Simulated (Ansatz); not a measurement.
Basis-set extrapolation for C9H16, SMILES `CCC#CCCCCC` (PBE0-D4/def2-TZVP geometry, frozen core, Ansatz). Multiplicity 1, RHF reference.

```tsv
	def2-TZVPP	def2-QZVPP
HF	-350.212166	-350.228043
MP2 correlation	-1.523257	-1.618166
CCSD(T) correlation	-1.673365	not run
```

Energies in hartree. Use E(X) = E(∞) + A·exp(−7.88·√X) for Hartree–Fock and E(X) = E(∞) + B·X^(−2.97) for correlation, with X = 3 and 4, and add CCSD(T) minus MP2 of the smaller set to the MP2 limit.

Problem. What is the CCSD(T) energy at the basis-set limit?

Solution. HF limit: -350.228043 + (-0.015877) × 0.13774 = -350.23023. MP2 limit: -1.618166 + (-0.094909) × 0.74074 = -1.68847. Higher-order term: -1.673365 − (-1.523257) = -0.15011. Total: -352.06881 hartree, 115.0 kcal/mol below CCSD(T)/def2-TZVPP.
